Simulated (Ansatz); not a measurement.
`O[SiH][SiH](O)Cl` radical. Total charge 0; spin multiplicity 2. All single points use the PBE0-D4/def2-TZVP geometry. It is one conformer, not always the lowest.

```xyz
9

O     1.226   -1.301   -1.580
Si    0.686   -1.372   -0.017
Si   -0.324    0.623    0.663
O    -1.432    0.913   -0.516
Cl   -1.220    0.288    2.492
H     0.595   -0.979   -2.228
H     1.869   -1.749    0.803
H     0.515    1.834    0.870
H    -1.915    1.742   -0.489
```

(1) What is the dipole moment at r2SCAN/def2-TZVPP? (Best estimate.)

(2) And with PBE, B3LYP, ωB97M-V? (An estimate is asked.)

(3) Give the Mulliken charges with r2SCAN, PBE, B3LYP in def2-TZVPP. (Estimate.)

## Answers

(1) Ansatz gave: 2.24 D, with components (-0.76, 1.48, -1.49) D in this frame, pointing from negative to positive charge.

(2) Computed: PBE 2.20 D, B3LYP 2.18 D, ωB97M-V 2.17 D.

(3) Computed: 
| atom | r2SCAN | PBE | B3LYP |
| --- | --- | --- | --- |
| O1 | -0.39 | -0.32 | -0.36 |
| Si2 | 0.29 | 0.21 | 0.27 |
| Si3 | 0.52 | 0.41 | 0.50 |
| O4 | -0.42 | -0.35 | -0.39 |
| Cl5 | -0.26 | -0.23 | -0.26 |
| H6 | 0.21 | 0.20 | 0.19 |
| H7 | -0.06 | -0.04 | -0.06 |
| H8 | -0.09 | -0.08 | -0.08 |
| H9 | 0.20 | 0.19 | 0.19 |

B3LYP here is the variant with VWN-RPA as its local correlation; programs differ in this.
